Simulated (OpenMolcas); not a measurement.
**Ni7+, Pd7+, Pt7+: d3 down the group**

```yaml
Program: OpenMolcas 26.06
Method: RASSCF
Basis: ANO-R2
Scalar_Hamiltonian: X2C, finite nucleus
Spin-orbit_coupling: RASSI with atomic mean-field integrals over the reference wave functions, term energies averaged over their components
```

Active space for each ion: 9 electrons in 8 orbitals (RAS1 p, at most 2 holes; RAS2 d).

Computed levels in cm-1 above 4F 3/2:

```tsv
Level	Ni7+	Pd7+	Pt7+
4F 5/2	974	2496	10217
4F 7/2	2264	5383	17714
4F 9/2	3811	8378	22141
4P 1/2	26701	18777	24121
4P 5/2	28276	22560	35557
2G 7/2	29409	22737	34071
2G 9/2	30655	24282	55134
2P 3/2	35147	34112	58742
2P 1/2	35348	27576	42653
weight of 4F in the lowest level (%)	100	97	78
```

Mixed levels, with the weight of the term that names them: Ni7+ 2P 3/2 (59 %), Pd7+ 2G 9/2 (67 %), Pd7+ 2P 3/2 (56 %), Pt7+ 4F 9/2 (51 %), Pt7+ 4P 1/2 (70 %), Pt7+ 2G 9/2 (58 %), Pt7+ 2P 3/2 (58 %), Pt7+ 2P 1/2 (70 %).

Measured, with the error of the calculation in %. Measured levels: Ni7+ from Corliss and Sugar, J. Phys. Chem. Ref. Data 10, 197 (1981).

| Level | Ni7+ |
| --- | --- |
| 4F 5/2 | 1012 (-3.8) |
| 4F 7/2 | 2184 (+3.6) |
| 4F 9/2 | 3721 (+2.4) |
| 4P 1/2 | 23261 (+14.8) |
| 4P 5/2 | 24669 (+14.6) |

The fine-structure level 4F 9/2 changes by a factor of 5.81 from Ni7+ to Pt7+.

Without spin-orbit coupling 4P lies 25522, 16223, 14664 cm-1 above 4F in that order; the difference to the level 4P 1/2, of either sign, comes from spin-orbit coupling, which also lowers the zero.

Without dynamic correlation excited terms often stand tens of per cent too high (terms of higher spin than the ground term too low), and those without a measured partner can miss by more than the paired ones. Active for correlation alone: 3p; no level in the range computed is led by a configuration that opens it, so any true level of that kind is missing (holds for Ni7+). Active for correlation alone: 4p; no level in the range computed is led by a configuration that opens it, so any true level of that kind is missing (holds for Pd7+). Active for correlation alone: 5p; no level in the range computed is led by a configuration that opens it, so any true level of that kind is missing (holds for Pt7+). Measured partners are found by configuration, term and J. A level has none where our copy of the source lacks it or the pairing is in doubt (some pairs that miss far off the trend of their configuration count as doubtful), and it then counts in no deviation. Only configurations of the active space appear.
